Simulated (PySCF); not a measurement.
Computed properties of dimethyl telluride (C₂H₆Te), SMILES C[Te]C

dimethyl telluride (C2H6Te), SMILES C[Te]C. Geometry: B3LYP-D3(BJ)/def2-SVP. The def2 effective core potentials stand for the cores of Te; spin–orbit coupling is left out. Other conformers were not sampled. All values are computed for the isolated molecule unless a solvent is named; none is compared with measurement here.

**Structure.** The optimised structure has C2v symmetry. All 21 harmonic modes at B3LYP-D3(BJ)/def2-SVP (PySCF) are real, so it is a minimum. With heavy atoms numbered as in [CH3:1][Te:2][CH3:3], the shortest bond between them is C1–Te2 at 2.175 Å and the longest Te2–C3 at 2.175 Å.

**Vibrations.** The strongest infrared lines (harmonic, unscaled, degenerate partners summed) lie at 889 cm⁻¹ (26 km/mol, H 81 %, C 19 %), 846 cm⁻¹ (19 km/mol, H 87 %, C 12 %), 1232 cm⁻¹ (18 km/mol, H 85 %, C 15 %). The softest mode is at 113 cm⁻¹ and the zero-point energy is 45.5 kcal/mol.

**Electronic structure.** PBE0/def2-TZVPD (PySCF) places the frontier levels at -5.71 and -0.69 eV, a gap of 5.02 eV, and gives a dipole moment of 1.28 D and a mean polarisability of 71.6 bohr³. PBE/def2-TZVPD (PySCF) at the same geometry gives -4.68 and -1.45 eV, so its gap is 1.79 eV narrower. An orbital gap is neither the optical nor the fundamental gap.

**Excitations.** TDA-CAM-B3LYP/def2-SVPD (PySCF) has S1 at 3.63 eV (342 nm, f = 0.000, dark); the most intense of the 10 singlets computed lies at 7.22 eV (f = 0.20). T1 (TDA) is at 3.13 eV, 0.50 eV under S1. TDA-PBE/def2-SVPD (PySCF) puts S1 at 3.44 eV. No vertical singlet excitation falls in the visible range (under 3.1 eV).
